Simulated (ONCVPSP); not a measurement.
What one change does to a pseudopotential (chromium, ONCV)

* Element: Cr (Z = 24)
* Generator: ONCVPSP 4.0.1
* Type: optimised norm-conserving Vanderbilt (ONCV)
* Functional: PBE
* Relativity: scalar-relativistic
* Frozen core: [Ne]
* Valence charge: 14
* Reference configuration: 3s2 3p6 3d5 4s1
* Partial waves: 3s+4s: rc 1.80 bohr, ncon 4, nbas 9, qcut 7.4 1/bohr, 3 projectors, debl 1.3 Ha; 3p: rc 0.95 bohr, ncon 4, nbas 8, qcut 8.5 1/bohr, 2 projectors, debl 4 Ha; 3d: rc 2.05 bohr, ncon 4, nbas 8, qcut 6.6 1/bohr, 2 projectors, debl 3 Ha
* Local potential: polynomial inside 0.75 bohr (lpopt 3, dvloc0 3 Ha)
* Core correction: Teter function, fcfact 5, rcfact 1.45

All-electron outer shells of the reference configuration (PBE, scalar-relativistic, ld1.x):

| shell | level (eV) | outermost node (bohr) | outermost maximum (bohr) |
| --- | --- | --- | --- |
| 2p | -560.70 | – | 0.20 |
| 3s | -73.99 | 0.36 | 0.78 |
| 3p | -45.44 | 0.33 | 0.80 |
| 4s | -4.01 | 1.12 | 2.74 |
| 3d | -2.91 | – | 0.84 |

Change: s: qcut 9.4.

Cutoffs: the cutoffs (Ha) at which the residual kinetic energy of the hardest occupied pseudo-wave falls to 1 and 0.1 mHa per electron; they do not see the model core or the augmentation charge, which bear on the density cutoff. Errors are all-electron minus pseudo energies relative to the spin-unpolarised reference configuration.

Problem. How do hardness, ghosts and transferability respond?

Solution. The potential gets neither clearly harder nor softer (27 Ha and 189 Ha → 27 Ha and 189 Ha); the p channel sets the loose cutoff, while the largest relative change is in s, which becomes harder; the errors of the 3 common tests hardly move; neither file shows a bound ghost.

| quantity | base | changed |
| --- | --- | --- |
| cutoff, loose | 27 Ha | 27 Ha |
| cutoff, tight | 189 Ha | 189 Ha |
| loose cutoff by channel | s 9.8 Ha, p 27 Ha, d 19 Ha | s 18 Ha, p 27 Ha, d 19 Ha |
| bound ghosts | none | none |
| GHOST(+) flags under 300 eV | none | none |
| tests with a reliable result | 3 of 4 | 3 of 4 |
| error for 3s2 3p6 3d5 4s0, meV [ΔE 6.90 eV] | +9.1 | +9.3 |
| error for 3s2 3p6 3d4 4s0, meV [ΔE 22.95 eV] | +20 | +20 |
| error for 3s2 3p6 3d4 4s1, meV [ΔE 7.99 eV] | +50 | +51 |
| s: phases at 1.83 bohr within 0.05 rad from the reference energy up to (Ha; the scan ends near 5) | to the end of the scan | to the end of the scan |
| p: phases at 0.97 bohr within 0.05 rad from the reference energy up to (Ha; the scan ends near 5) | to the end of the scan | to the end of the scan |
| d: phases at 2.08 bohr within 0.05 rad from the reference energy up to (Ha; the scan ends near 5) | to the end of the scan | to the end of the scan |
| rms error of d²Exc/dni dnj with the model core, mHa | 2.24 | 2.12 |
